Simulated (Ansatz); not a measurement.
# A ladder of methods for GeH2 (SMILES [GeH2])

GeH2: 3 atoms, total charge 0, spin state singlet. SMILES: `[GeH2]`. The shape is that of a PBE0-D4/def2-TZVP optimisation.

```xyz
3

Ge   -0.5701    0.4051   -0.2637
H     0.7830    0.7436    0.5090
H    -0.2129   -1.1487   -0.2453
```

Quantity: the energy change with the Ge1–H3 bond stretched from 1.594 to 3.189 Å, in eV. The values are calculated.

| level | kind | program | value (eV) | less FCI/STO-3G | CPU time (all runs) |
| --- | --- | --- | --- | --- | --- |
| HF/STO-3G (restricted) | Hartree–Fock | Ansatz | 7.45 | +3.47 | 0.31 s |
| SVWN5/STO-3G (restricted) | LDA | Ansatz | 5.55 | +1.57 | 2.4 s |
| r2SCAN/STO-3G (restricted) | meta-GGA | Ansatz | 5.65 | +1.67 | 7.6 s |
| BHLYP/STO-3G (restricted) | global hybrid | Ansatz | 6.44 | +2.46 | 1.5 s |
| wB97M-V/STO-3G (restricted) | range-separated hybrid | Ansatz | 6.42 | +2.44 | 51 s |
| B2PLYP/STO-3G (restricted) | double hybrid | Ansatz | 5.52 | +1.54 | 2 s |
| MP2/STO-3G (restricted) | perturbation theory | Ansatz | 5.48 | +1.50 | 0.51 s |
| CCSD/STO-3G (restricted) | coupled cluster or CI | Ansatz | 3.98 | 0.00 | 0.66 s |
| CCSDT/STO-3G (restricted) | coupled cluster or CI | Ansatz | 3.98 | 0.00 | 1.1 s |
| FCI/STO-3G | exact in the basis | Ansatz | 3.98 | 0.00 | 1.1 s |

FCI/STO-3G is exact within its basis and frozen core, so for wave-function methods in that basis the difference is their error; functionals converge differently with the basis, so for them it is only a difference. A spin-restricted reference rises too steeply as a bond breaks; here HF/STO-3G, SVWN5/STO-3G, r2SCAN/STO-3G, BHLYP/STO-3G, wB97M-V/STO-3G, B2PLYP/STO-3G, MP2/STO-3G lie well above the multireference or unrestricted value. All-electron rows without a relativistic Hamiltonian named are non-relativistic. The first shape isn't each level's own minimum. The values span 3.98 to 7.45 eV. All rows use very small basis sets, so none should be taken for the real molecule's value. In the correlated wave-function rows the outer d shell of Ge is correlated, in sets not made for it. Times are those of the runs behind each value, whatever else they computed, on shared processors of several kinds: orders of magnitude only.
